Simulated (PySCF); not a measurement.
**Correlation energy of S²⁺ (sulfur, charge +2)**

[Ne] 3s2 3p2, high-spin 3P determinant. All numbers are calculated (PySCF 2.14, scalar relativity by spin-free X2C-1e, in aug-cc-pVDZ-DK (5s4p2d, 27 functions)). Frozen: [Ne]; 4 electrons correlated.

MP2 pair energies summed by pair of shells (mhartree):

```tsv
pair	energy	share (%)
3s-3p	-32.26	60.8
3s-3s	-15.24	28.7
3p-3p	-5.54	10.4
```

Total MP2 correlation energy: -53.04 mhartree.

Same-spin part -8.40 and opposite-spin part -44.64 mhartree; SCS-MP2 scales them by 1/3 and 6/5 to -56.37 mhartree.

```
  level  correlation energy (mhartree)
   CCSD                         -74.45
    (T)                          -0.89
CCSD(T)                         -75.34
```

Diagnostics: T1 = 0.0072, D1 = 0.0195, largest double amplitude 0.106.

Cost of the coupled-cluster step: 0.22 s of wall time on 1 thread of Neoverse-N1 (shared host), for 4 correlated electrons.
